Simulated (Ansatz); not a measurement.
Input for Ansatz (a quantum-chemistry and plane-wave program): R-CCSD(T)/def2-TZVPPD on O2Zr (SMILES [O]=[Zr]=[O]), atoms moved off the minimum. Elements past Kr take the def2 small-core potentials; no spin–orbit coupling. Files ending in .json are basis or fitting sets from the Basis Set Exchange.

Ansatz 0.2 input:
```yaml
crystal:
  periodic: [false, false, false]
  atoms:
    - {symbol: Zr, position_ang: [0.20526936, -0.14018852, 0.23354482]}
    - {symbol: O, position_ang: [0.59818363, 0.56353696, -1.35484874]}
    - {symbol: O, position_ang: [-1.48823531, 0.20965662, 0.50128593]}
basis:
  gaussian:
    orbitals: def2-TZVPPD.json
magnetization: {spin_polarized: false}
correlation: {method: ccsd_t, electrons: outside_noble_gas}
scf: {lower_state_search: off}
output: {forces: true}
```

The head of its log:

```
Functional definition: HF
[...]
these checks for a lower state are left out or cut short: starts, cluster_reference, orbital_swaps, neighbouring_geometries, increment
integrals: 0.26 GiB planned
882 factors; integrals over basis functions are off by at most 9.1e-4 eV
mean field: 0.26 GiB planned
mean field evaluation 1: about -5327.6618 eV, gradient 8.6e1 eV
mean field evaluation 2: about -5327.6711 eV, gradient 8.6e1 eV
mean field evaluation 4: about -5341.7826 eV, gradient 1.6e1 eV
mean field evaluation 8: about -5342.4664 eV, gradient 7.4e-1 eV
mean field evaluation 16: about -5342.4718 eV, gradient 1.1e-6 eV
mean field -5342.47180420 eV, -196.3322175468 hartree, gradient 1.1e-6 eV, S^2 0.000000; 0 other end points of the search recorded, 0 dependent functions left out
6 core orbitals not correlated
reference -5342.47180420 eV, -196.3322175468 hartree; 8, 8 occupied and 122, 122 virtual orbitals, 882 factors
densities: 1.19 GiB planned
```

Q: Predict the final total energy.

A: -196.9698 hartree (reference determinant -196.3322, T1 diagnostic 0.032).
